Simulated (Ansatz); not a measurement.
Basis-set series for Cl$_{2}$H$_{2}$S$_{2}$Ti, SMILES `[SH][Ti]([SH])([Cl])[Cl]`. The species carries charge 0 and has multiplicity 1. Geometry: relaxed with PBE0-D4/def2-TZVP. It is one conformer, not always the lowest.

```tsv
functional	basis	functions	energy (Eh)	HOMO (eV)	LUMO (eV)
PBE0-D4	def2-TZVPP	260	-2566.95725	-8.12	-3.36
PBE0-D4	def2-QZVPP	433	-2567.02456	-8.14	-3.38
ωB97M-V	def2-TZVPP	260	-2567.57218	-10.24	-1.22
ωB97M-V	def2-QZVPP	433	-2567.63579	-10.27	-1.25
```

Q: Give the rows for def2-SVP. (Best estimate.)

A: Computed: 
```json
{"functional": "PBE0-D4", "basis": "def2-SVP", "functions": "113", "energy (Eh)": "-2566.24750", "HOMO (eV)": "-8.05", "LUMO (eV)": "-3.37"}
{"functional": "ωB97M-V", "basis": "def2-SVP", "functions": "113", "energy (Eh)": "-2566.86878", "HOMO (eV)": "-10.12", "LUMO (eV)": "-1.17"}
```

Scalar relativity is left out up to krypton.
